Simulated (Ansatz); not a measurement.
Basis sets compared for Zn₁₀S₉Cl₂. Total charge 0; singlet. Geometry PBE-D4/def2-SVP, loosely relaxed. Ansatz on 5 threads of AMD EPYC 7R13 on a shared host and a share (37 GiB) of an NVIDIA H100 80GB HBM3; times are rough, and most runs start from earlier orbitals.

```xyz
21

Cl    1.046   -2.617    2.945
Cl    3.928   -0.759    0.989
S     0.964    0.985    3.580
S    -0.863    3.165    0.465
S     2.663    1.917   -1.910
S    -2.439   -0.268    2.666
S     0.402   -0.193    0.215
S    -1.107    1.018   -3.223
S    -1.907   -2.672   -1.133
S     2.040   -1.674   -2.691
S    -3.749    0.493   -0.796
Zn   -0.814    1.397    2.022
Zn   -0.413   -0.903    3.457
Zn    1.886   -0.500    2.071
Zn    0.918    2.096   -0.479
Zn   -2.373   -0.964    0.482
Zn    2.797   -0.243   -0.973
Zn    0.196   -1.917   -1.404
Zn   -1.908    1.818   -1.095
Zn   -2.356   -0.672   -2.244
Zn    1.089    0.492   -2.944
```

Single mean-field runs in def2-SVP, def2-TZVP are fitted with def2-universal-jkfit. The geometry of the charge 0 singlet is only loosely relaxed.

Binding counts from free atoms (Cl doublet, S triplet, Zn singlet) in the same basis, without a counterpoise term.

```tsv
level	functions	energy (Eh)	HOMO (eV)	LUMO (eV)	binding per atom (eV)	wall time
PBE-D4/def2-SVP	508	-22290.6169	-6.30	-2.93	2.95	11 s
PBE0-D4/def2-SVP	508	-22291.2848	-7.46	-2.22	2.93	12 s
```

Task: Estimate the rows for PBE-D4/def2-TZVP (with forces), PBE0-D4/def2-TZVP.

Result: 
| level | functions | energy (Eh) | HOMO (eV) | LUMO (eV) | binding per atom (eV) | wall time |
| --- | --- | --- | --- | --- | --- | --- |
| PBE-D4/def2-TZVP (with forces) | 887 | -22294.7681 | -6.39 | -3.11 | 2.73 | 15 s |
| PBE0-D4/def2-TZVP | 887 | -22295.3263 | -7.47 | -2.34 | 2.75 | 13 s |
